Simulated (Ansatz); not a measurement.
Reaction (substitution at a C–Ge bond): `[NH2][GeH2][CH]=S` + `C[SiH2]N` → `C[SiH2]NC=S` + `[NH2][GeH3]`

Program: Ansatz. Geometries: PBE0-D4/def2-TZVP. ΔE: electronic, gas phase. CBS: MP2 limit from def2 TZ/QZ plus the TZ coupled-cluster correction, frozen cores. For Ge outer-core shells are correlated without core-valence functions, which leaves a few kJ/mol of doubt a bond. Scalar relativity is left out up to krypton. One conformer a species, not always the lowest.

| species | CCSD/def2-TZVPP energy (Eh) |
| --- | --- |
| `[NH2][GeH2][CH]=S` | -2568.99154 |
| `C[SiH2]N` | -385.98253 |
| `C[SiH2]NC=S` | -821.72564 |
| `[NH2][GeH3]` | -2133.26322 |

(1) Work out ΔE.

Largest T1 diagnostic among the species: 0.016.

Results:

(1) ΔE = (-821.72564) + (-2133.26322) − (-2568.99154) − (-385.98253) = -0.01479 Eh = -38.8 kJ/mol. CCSD(T)/CBS gives -39.7 kJ/mol.

The D4 term adds −5.9 kJ/mol with B3LYP and −3.2 kJ/mol with PBE0; it sums over pairs of atoms, weighted by their polarisabilities, and B3LYP, whose exchange is more repulsive, gets the larger term.

B3LYP here is the variant with VWN-RPA as its local correlation; programs differ in this.
